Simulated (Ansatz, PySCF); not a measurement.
Noncovalent pair: C2H2 (SMILES C#C) (first 4 atoms) with C2H6O (SMILES COC); geometry from B3LYP-D3(BJ)/def2-TZVP, rigid monomers moved along the line of their centres of mass till H4···O6 is 1.91 Å.
(charge 0, multiplicity 1):
```xyz
13

C      0.53635     0.04169    -0.21938
C      0.05304     0.00578     0.87661
H      0.96403     0.07327    -1.19150
H     -0.37419    -0.02477     1.85747
C     -0.43981     1.36334     4.15060
O     -0.71708     0.04066     3.73491
C      0.14086    -0.90931     4.33544
H      0.58389     1.65716     3.88746
H     -0.56946     1.47200     5.23415
H     -1.14224     2.01886     3.63883
H      1.19017    -0.71549     4.08065
H     -0.14351    -1.88939     3.95647
H      0.03661    -0.90096     5.42711
```

Counterpoise-corrected where a basis set is named; no monomer relaxation. Rows marked so take none.

Cores are frozen in the correlated methods. Rows in 6-311+G**, 6-31G* carry no dispersion term and start afresh at each structure (6-31G* with six Cartesian d functions).

Programs: Ansatz (an electronic-structure program) with Gaussian orbitals; PySCF for 6-311+G** rows, 6-31G* rows, the dispersion terms. Values without a source in brackets are computed.

| level | interaction energy (kcal/mol) |
|---|---|
| B3LYP/6-31G* | -1.39 |
| B3LYP/6-31G* (no counterpoise) | -3.13 |
| B3LYP/6-311+G** (no counterpoise) | -1.86 |
| B3LYP/def2-TZVPPD | -1.14 |
| B3LYP-D3(BJ)/def2-TZVPPD | -3.05 |
| PBE0-D3(BJ)/def2-TZVPPD | -3.15 |
| M06-2X/6-31G* (no counterpoise) | -4.16 |
| wB97M-V/def2-TZVPPD | [?] |
| MP2/aug-cc-pVDZ | [?] |

**Question.** Fill in the missing entries.

**Answer.** 
- wB97M-V/def2-TZVPPD, interaction energy (kcal/mol): -2.71
- MP2/aug-cc-pVDZ, interaction energy (kcal/mol): -2.22
